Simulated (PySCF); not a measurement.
## Excitation energy of V⁺ by level of theory

V⁺ [Ar] 3d4 (5D) → V⁺ [Ar] 3d3 4s1, s spin flipped, as a difference of total energies. Computed with PySCF 2.14 in aug-cc-pVDZ-DK (7s6p4d2f, 59 functions), with scalar relativity by spin-free X2C-1e. Correlated levels: valence: [Ar] frozen. The calculations carry no spin-orbit coupling.

| method | excitation energy (cm⁻¹) |
| --- | --- |
| UHF | 2385.9 |
| LDA | 12190 |
| PBE | 11559 |
| PBE0 | 10179 |
| r2SCAN | 10067 |
| revPBE | 11492 |
| M06-2X | 2707.0 |
| LC-wPBE | 11767 |
| B3LYP | 7306.1 |
| MP2 (valence) | 5331.0 |
| SCS-MP2 (valence) | 1213.9 |

**Question.** How much does correlation contribute at MP2 (valence)?

**Answer.** 5331.0 − (2385.9) = 2945.1 cm⁻¹, measured against UHF.

The upper determinant mixes two multiplicities, so it lies between the two terms.
